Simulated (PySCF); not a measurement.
Vibration and rotation of Fe2

ROHF constants of Fe2, nonet, unpaired electrons σ ↑↑↑, π ↑, δ ↑↑↑↑ (Fe def2-TZVPP; no relativity (PySCF 2.14); masses 55.9349 and 55.9349 u):

* ωe: 226.3 cm⁻¹
* ωexe: 0.868 cm⁻¹
* Be: 0.10101 cm⁻¹
* αe: 0.000572 cm⁻¹
* D (centrifugal): 8.05e-08 cm⁻¹

(1) Give the vibrational terms G(v) and spacings up to v = 6.

UHF is strongly spin-contaminated for Fe2, so the ROHF reference used there is far from stable. Hartree–Fock leaves out correlation, which carries a large part of most bond energies and some tenths to 1 eV of ionisation energies. The state is the lowest single determinant that the PBE0 search found; with open d or f shells the true ground state can be another one.

Results:

(1) G(v) = ωe(v+½) − ωexe(v+½)².

| v | G(v) (cm⁻¹) | G(v) − G(v−1) | Bv (cm⁻¹) |
| --- | --- | --- | --- |
| 0 | 112.9 |  | 0.1007 |
| 1 | 337.5 | 224.6 | 0.1002 |
| 2 | 560.3 | 222.8 | 0.0996 |
| 3 | 781.4 | 221.1 | 0.0990 |
| 4 | 1000.8 | 219.4 | 0.0984 |
| 5 | 1218.4 | 217.6 | 0.0979 |
| 6 | 1434.3 | 215.9 | 0.0973 |
